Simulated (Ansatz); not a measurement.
Cartesian coordinates in Å:
```
C -1.099 0.272 -0.215
C 0.174 -0.508 -0.029
B 1.554 0.125 0.025
Te 1.157 -0.444 2.000
H -1.948 -0.209 0.273
H -1.010 1.287 0.176
H -1.323 0.341 -1.286
H 0.106 -1.549 -0.341
H 2.388 0.684 -0.603
```

Total charge 0; spin multiplicity 1. Te takes the def2 core potential.

(1) List the PBE0/def2-TZVPP orbital energies in eV (the Gaussian-basis code of Ansatz). (Estimate.)

## Answers

(1) Computed: Occupied: -279.17, -278.38, -185.46, -171.54, -120.51, -120.35, -120.31, -43.69, -43.64, -43.58, -43.44, -43.44, -21.98, -18.89, -15.92, -13.55, -12.42, -11.78, -11.39, -10.47, -7.94, -7.18, -6.52. Lowest empty: -1.61, -0.99, 0.90, 1.28, 2.17, 2.50, 2.74, 2.92.
